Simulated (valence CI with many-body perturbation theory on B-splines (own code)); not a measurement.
# Cs23+: calculated level list

Level of theory: relativistic CI+MBPT: four valence electrons over a frozen Dirac-Fock core [Ar] 3d10, radial functions for each j: 11 s, 11 p, 10 d, 8 f, 5 g, 2 h, with the one-electron correlation potential Σ1, the two-electron term Σ2, the three-electron term Σ3, Breit, model QED; selected CI, second order for the rest, scaled by the run's own slope (own B-spline code, finite nucleus).

No measured spectrum was set against this ion. As an estimate, levels hold to about 250 cm⁻¹ or 0.2 % of their energy and the worst to 1 %, as in measured heavy ions of charge 2 to 7; those with d or f electrons hold less well. Among the levels kept, up to 450 cm⁻¹ of a level comes from second order outside the variational space, and about a tenth of that is noise between levels of different J, which matters for small intervals.

Levels 91 to 135 of 184, with energies above the lowest level, (4s^2 4p1/2^2) J=0. "Leading %" is the weight of the configuration and term that name the level; weights of strongly mixed levels are sums over their largest components and can fall short. In the jj column 3d3/2^4 stands for four electrons in 3d with j = 3/2.

| No. | Configuration | Term | J | E (cm⁻¹) | Leading % | g | Leading jj |
| --- | --- | --- | --- | --- | --- | --- | --- |
| 91 | 4s4p²4d | ³P | 0 | 1773400 | 51 |  | 4s 4p3/2^2 4d3/2 (45 %) |
| 92 | 4s4p²4d | ¹D | 2 | 1800400 | 56 | 1.066 | 4s 4p3/2^2 4d5/2 (58 %) |
| 93 | 4s²4d² | ¹G | 4 | 1829700 | 35 | 1.081 | 4s^2 4d5/2^2 (34 %) |
| 94 | 4s²4d² | ³F | 2 | 1830600 | 60 | 0.797 | 4s^2 4d3/2^2 (35 %) |
| 95 | 4s²4d² | ³F | 3 | 1831400 | 60 | 1.108 | 4s^2 4d3/2 4d5/2 (60 %) |
| 96 | 4s²4d² | ³F | 4 | 1843500 | 43 | 1.157 | 4s^2 4p3/2 4f5/2 (26 %) |
| 97 | 4s²4d² | ¹D | 2 | 1855700 | 45 | 1.100 | 4s^2 4d3/2 4d5/2 (39 %) |
| 98 | 4s²4d² | ³P | 0 | 1857500 | 78 |  | 4s^2 4d3/2^2 (68 %) |
| 99 | 4s²4d² | ³P | 1 | 1870500 | 86 | 1.494 | 4s^2 4d3/2 4d5/2 (86 %) |
| 100 | 4s²4p4f | ³G | 5 | 1880100 | 95 | 1.199 | 4s^2 4p3/2 4f7/2 (95 %) |
| 101 | 4s²4d² | ³P | 2 | 1891800 | 63 | 1.359 | 4s^2 4d5/2^2 (60 %) |
| 102 | 4p³4d | ³F° | 2 | 1892600 | 38 | 0.978 | 4p1/2^2 4p3/2 4d3/2 (82 %) |
| 103 | 4s²4p4f | ¹F | 3 | 1900400 | 44 | 1.003 | 4s^2 4p3/2 4f5/2 (46 %) |
| 104 | 4p³4d | ³F° | 3 | 1904600 | 26 | 1.173 | 4p1/2^2 4p3/2 4d3/2 (75 %) |
| 105 | 4p³4d | ³P° | 0 | 1908400 | 40 |  | 4p1/2^2 4p3/2 4d3/2 (87 %) |
| 106 | 4s²4p4f | ³F | 4 | 1914400 | 42 | 1.210 | 4s^2 4p3/2 4f7/2 (33 %) |
| 107 | 4s²4p4f | ³D | 1 | 1917500 | 87 | 0.500 | 4s^2 4p3/2 4f5/2 (87 %) |
| 108 | 4p³4d | ⁵D° | 1 | 1918300 | 45 | 1.265 | 4p1/2^2 4p3/2 4d3/2 (83 %) |
| 109 | 4s²4p4f | ³D | 2 | 1919700 | 56 | 0.997 | 4s^2 4p3/2 4f5/2 (59 %) |
| 110 | 4s²4p4f | ³F | 3 | 1921400 | 35 | 1.161 | 4s^2 4p3/2 4f7/2 (48 %) |
| 111 | 4p³4d | ⁵D° | 4 | 1932200 | 37 | 1.293 | 4p1/2^2 4p3/2 4d5/2 (88 %) |
| 112 | 4p³4d | ³D° | 2 | 1946700 | 35 | 1.322 | 4p1/2^2 4p3/2 4d5/2 (73 %) |
| 113 | 4s²4d² | ¹S | 0 | 1956200 | 79 |  | 4s^2 4d5/2^2 (73 %) |
| 114 | 4p³4d | ³G° | 3 | 1966000 | 23 | 1.074 | 4p1/2^2 4p3/2 4d5/2 (55 %) |
| 115 | 4s²4p4f | ¹D | 2 | 1975600 | 54 | 0.970 | 4s^2 4p3/2 4f7/2 (54 %) |
| 116 | 4s²4p4f | ¹G | 4 | 1987300 | 50 | 1.016 | 4s^2 4p3/2 4f5/2 (29 %) |
| 117 | 4p³4d | ³F° | 2 | 2004400 | 32 | 1.023 | 4p1/2 4p3/2^2 4d3/2 (82 %) |
| 118 | 4p³4d | ³D° | 1 | 2007900 | 64 | 0.796 | 4p1/2 4p3/2^2 4d3/2 (53 %) |
| 119 | 4p³4d | ¹S° | 0 | 2008200 | 47 |  | 4p1/2 4p3/2^2 4d3/2 (69 %) |
| 120 | 4p³4d | ³F° | 3 | 2011800 | 31 | 1.124 | 4p1/2 4p3/2^2 4d3/2 (74 %) |
| 121 | 4p³4d | ³D° | 1 | 2015900 | 53 | 0.856 | 4p1/2^2 4p3/2 4d5/2 (47 %) |
| 122 | 4p³4d | ³G° | 4 | 2028800 | 46 | 1.105 | 4p1/2 4p3/2^2 4d3/2 (72 %) |
| 123 | 4p³4d | ³D° | 3 | 2035200 | 45 | 1.339 | 4p1/2 4p3/2^2 4d5/2 (87 %) |
| 124 | 4p³4d | ³F° | 4 | 2042000 | 38 | 1.263 | 4p1/2 4p3/2^2 4d5/2 (78 %) |
| 125 | 4p³4d | ¹G° | 4 | 2054200 | 44 | 1.149 | 4p1/2 4p3/2^2 4d5/2 (75 %) |
| 126 | 4p³4d | ³G° | 5 | 2058600 | 80 | 1.196 | 4p1/2 4p3/2^2 4d5/2 (80 %) |
| 127 | 4s4p4d² | ⁵G° | 2 | 2068000 | 42 | 0.510 | 4s 4p1/2 4d3/2^2 (44 %) |
| 128 | 4p³4d | ¹D° | 2 | 2076700 | 28 | 0.888 | 4p1/2 4p3/2^2 4d3/2 (54 %) |
| 129 | 4p³4d | ¹P° | 1 | 2080100 | 37 | 1.197 | 4p1/2 4p3/2^2 4d5/2 (49 %) |
| 130 | 4s4p4d² | ⁵G° | 3 | 2091700 | 45 | 0.989 | 4s 4p1/2 4d3/2^2 (25 %) |
| 131 | 4p³4d | ³P° | 0 | 2095500 | 57 |  | 4p1/2 4p3/2^2 4d5/2 (60 %) |
| 132 | 4p³4d | ³P° | 2 | 2101900 | 43 | 1.272 | 4p1/2 4p3/2^2 4d3/2 (57 %) |
| 133 | 4p³4d | ³D° | 3 | 2106900 | 36 | 1.180 | 4p1/2 4p3/2^2 4d3/2 (36 %) |
| 134 | 4s4p²4f | ⁵G° | 4 | 2118500 | 20 | 1.256 | 4s 4p1/2^2 4f7/2 (55 %) |
| 135 | 4p³4d | ³P° | 1 | 2119400 | 59 | 1.378 | 4p1/2 4p3/2^2 4d3/2 (56 %) |
